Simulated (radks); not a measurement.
Q: These are the eigenvalues of the occupied orbitals of an atom or ion with whole-number occupations (Ry). Method: scalar-relativistic Kohn-Sham, SCAN, spin-polarised, spherical densities, finite nucleus; meta-GGA in the generalised Kohn-Sham scheme; Fermi nuclear charge, rms radius of each element as measured or else 0.836 A^(1/3) + 0.57 fm; computed with a radial shooting solver on a logarithmic mesh with Libxc functionals.

| orbital | eigenvalue |
|---|---|
| 1s | -17.22854 |

Which element is it, and in what charge state? The configuration may be excited. Open shells, if any, are filled with parallel spins first.

A: Z = 5, boron, charge +3: B3+ in [He]. The 1s level, -8.6143 hartree, gives Z - s = 4.2 by -(Z - s)^2/2, which with screening and relativity narrows Z to a few neighbours, and with so few levels the electron count can be read from the list.
